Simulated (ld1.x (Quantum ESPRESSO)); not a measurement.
**V (Z = 23): TM pseudisation with PBEsol, scalar-relativistic reference atom.**

vanadium (V), norm-conserving Troullier–Martins (Kleinman–Bylander form), made with ld1.x (Quantum ESPRESSO) 7.5 (PBEsol, scalar-relativistic). Core [Ne] 3s2, reference 3p6 3d3 4s1 4p0 (charge +1). Waves: 4s (bound): rc 1.90 bohr; 3p (bound): rc 1.35 bohr; 3d (bound): rc 2.15 bohr. Local part: all-electron potential smoothed inside 1.10 bohr (lloc = -1). Core correction: none.

**Question.** Estimate the cutoffs (Ry, on a coarse ladder) from which the occupation-weighted sum of valence levels, in a spherical-Bessel basis at the reference potential, stays within 10 and 1 mRy of its value at 400 Ry.

**Answer.** 50 Ry and 90 Ry.

**Question.** What does a ghost test show?

**Answer.** Ghost state, extra bound levels that the all-electron valence spectrum of the same l lacks: s at -101.8 eV. A true bound ghost makes a file unfit for plane-wave use.

**Question.** Tests: 3p6 3d3 4s2 4p0; 3p6 3d3 4s0 4p0; 3p6 3d2 4s0 4p0; 3p6 3d3 4s0 4p1; 3p6 3d3.5 4s1.5 4p0; 3p6 3d4 4s0 4p0; 3p5 3d3 4s2 4p0. Which has the largest error in its energy relative to the reference configuration, and how large is it?

**Answer.** 3p5 3d3 4s2 4p0, with -273 meV (all-electron minus pseudo) on +43.10 eV.
